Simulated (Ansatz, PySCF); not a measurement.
This triplet lies 0.08 eV above the relaxed singlet at the level frozen-core CCSD(T)/cc-pVTZ // B3LYP-D3(BJ)/def2-TZVP (Ansatz, a program for electronic structure); other levels give the other order.

B3LYP has the VWN-RPA correlation part, as in Gaussian. 

Z-matrix (Å, degrees):
```
Si
C 1 1.8974
H 2 1.0920 1 111.06
H 2 1.0920 3 107.89 1 -121.90
H 2 1.0930 3 108.37 4 -117.14
Al 1 2.3907 2 124.24 3 120.75
H 6 1.5776 1 118.32 2 179.93
H 6 1.5848 7 122.91 1 -179.98
```
Charge 0, spin multiplicity 3.

Predict the highest occupied spin orbital, total energy and dipole moment from B3LYP-D3(BJ)/def2-TZVP (PySCF).


| Item | Result |
|---|---|
| highest occupied spin orbital | -5.38 eV |
| total energy | -573.0376 Ha |
| dipole moment | 1.41 D |
